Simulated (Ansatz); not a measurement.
Ansatz (a quantum-chemistry and plane-wave program) input for H7NSSi2, SMILES [SiH2](N)S[SiH3], CAM-B3LYP/def2-SVPD. Coordinates come from a B3LYP-D3(BJ)/def2-SVP optimisation. One conformer was computed; it need not be the lowest.

Ansatz 0.2 input:
```yaml
crystal:
  periodic: [false, false, false]
  atoms:
    - {symbol: Si, position_ang: [1.40829635, -1.15565952, 1.16720894]}
    - {symbol: S, position_ang: [0.67280811, -0.34510549, -0.68892361]}
    - {symbol: Si, position_ang: [-1.07955862, 0.73668095, 0.03489409]}
    - {symbol: N, position_ang: [-1.93618953, 1.51823798, -1.23970271]}
    - {symbol: H, position_ang: [0.40121345, -2.05078201, 1.80788632]}
    - {symbol: H, position_ang: [1.75114919, -0.07416774, 2.13615380]}
    - {symbol: H, position_ang: [2.63082572, -1.93528881, 0.83500295]}
    - {symbol: H, position_ang: [-1.99333114, -0.23632492, 0.69335077]}
    - {symbol: H, position_ang: [-0.62703073, 1.77150738, 1.00417019]}
    - {symbol: H, position_ang: [-1.52351790, 2.32778876, -1.69458778]}
    - {symbol: H, position_ang: [-2.45323994, 0.95698910, -1.91072208]}
basis:
  gaussian:
    orbitals: def2-SVPD
hamiltonian:
  xc: {name: CAM-B3LYP}
```

Output:

```
WARN ansatz: RAYON_NUM_THREADS=1 ignored (pool sized by the plan → 1); use --threads N
Functional definition: CAM-B3LYP
integrals: 0.11 GiB planned
1372 factors; their error is unknown
integrals: 0.14 GiB planned
614 factors; integrals over basis functions are off by at most 1.7e-5 eV
mean field: 1.00 GiB planned
mean field evaluation 1: about -28182.8543 eV, gradient 4.6e1 eV
mean field evaluation 2: about -28180.9415 eV, gradient 5.4e1 eV
mean field evaluation 4: about -28187.0941 eV, gradient 1.5e0 eV
mean field evaluation 8: about -28187.1033 eV, gradient 6.0e-2 eV
mean field evaluation 16: about -28187.2559 eV, gradient 2.1e-5 eV
mean field -28187.25589032 eV, -1035.8625479610 hartree, gradient 2.1e-5 eV, S^2 0.000000; 0 other end points of the search recorded, 0 dependent functions left out
reference -28187.25604517 eV, -1035.8625536517 hartree; 29, 29 occupied and 122, 122 virtual orbitals, 1372 factors
Total energy: -28187.25604517 eV, -1035.8625536517 hartree
```

Self-consistency was reached.

Cost: very roughly 5 core-seconds.
